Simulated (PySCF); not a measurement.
F4Zr, SMILES [F][Zr]([F])([F])[F] (connectivity only; charge and spin as stated), charge -1, multiplicity 2.

Geometry optimised at PBE0-D3(BJ)/def2-SVPD. The spin state was assumed, not searched. The isomer is the one that the SMILES or the coordinates give; other isomers of the formula were not compared. The def2 effective core potentials stand for the cores of Zr; spin–orbit coupling is left out.

Method: PySCF with PBE0-D3(BJ)/def2-SVPD.

Frequencies are harmonic and unscaled.

Modes within 1.5 cm⁻¹ of each other (mostly degenerate sets) share a row, with their intensities summed.

```tsv
mode	ν (cm⁻¹)	IR (km/mol)	moving atoms (share of kinetic energy)
1	98	0.8	F 64 %, Zr 36 %
2	116	0.0	F 100 %
3–4	150	34.8	F 83 %, Zr 17 %
5	195	0.0	F 100 %
6	532	38.0	F 91 %, Zr 9 %
7	554	0.0	F 100 %
8–9	568	486.3	F 72 %, Zr 28 %
```
